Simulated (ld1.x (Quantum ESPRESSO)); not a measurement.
# Ti: excitation energies, all-electron against TM semilocal

titanium (Ti), norm-conserving Troullier–Martins (semilocal form), made with ld1.x (Quantum ESPRESSO) 7.5 (PBE, scalar-relativistic). Core [Ar], reference 3d2 4s2 4p0. Waves: 4s (bound): rc 2.15 bohr; 3d (bound): rc 1.30 bohr; 4p (bound, empty): rc 3.85 bohr. Local part: the p channel. Core correction: Bessel-smoothed model core inside 1.15 bohr.

Energies are relative to the spin-unpolarised reference configuration 3d2 4s2 4p0; without spin polarisation the order of configurations can differ from experiment.

```tsv
valence configuration	charge	ΔE all-electron (eV)	error AE − PS (meV)
3d2 4s0 4p0	+2	20.919	-31
3d1 4s0 4p0	+3	47.867	-517
3d1 4s2 4p0	+1	9.745	-222
3d2 4s0 4p1	+1	11.123	-2.4
3d1 4s2 4p1	0	4.672	-324
3d2 4s0 4p2	0	6.288	-3.3
```

What are ΔE and the potential's error for 3d2 4s1 4p0?

ΔE = 7.347 eV all-electron; the error (AE − PS) is -3.4 meV.
